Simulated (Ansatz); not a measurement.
Start from `B[CH2][SnH]([Cl])[Cl]` and change one atom or group to get `C[O][SnH]([Cl])[Cl]`.

Ansatz, PBE0-D4/def2-TZVP geometries, multiplicity 1. Each molecule was computed in one conformer, which needn't be the lowest.

Elements past krypton have def2 core potentials.

```tsv
property	`B[CH2][SnH]([Cl])[Cl]`
LUMO energy (PBE0/def2-TZVPP) / eV	-1.93
HOMO energy (PBE/def2-TZVPP) / eV	-7.42
HOMO–LUMO gap (PBE0/def2-TZVPP) / eV	6.74
size of the dipole moment (B3LYP/def2-TZVPP) / D	3.08
size of the dipole moment (ωB97M-V/def2-TZVPP) / D	3.09
HOMO energy (PBE0/def2-TZVPP) / eV	-8.67
```

Q: What does the change do to each property? (Best estimate.)

A: The calculation gave: 
```
                                          property  `C[O][SnH]([Cl])[Cl]`  shift
                LUMO energy (PBE0/def2-TZVPP) / eV                  -1.75   0.18
                 HOMO energy (PBE/def2-TZVPP) / eV                  -6.81   0.61
              HOMO–LUMO gap (PBE0/def2-TZVPP) / eV                   6.64  -0.10
  size of the dipole moment (B3LYP/def2-TZVPP) / D                   1.18  -1.90
size of the dipole moment (ωB97M-V/def2-TZVPP) / D                   1.17  -1.92
                HOMO energy (PBE0/def2-TZVPP) / eV                  -8.39   0.28
```

With PBE0 the HOMO rises by 0.28 eV and the LUMO rises by 0.18 eV, so the gap narrows by about 0.10 eV. PBE moves the HOMO by 0.61 eV and ωB97M-V by 0.01 eV. Dipoles are sizes alone; their direction can turn.

B3LYP here is the variant with VWN-RPA as its local correlation; programs differ in this.
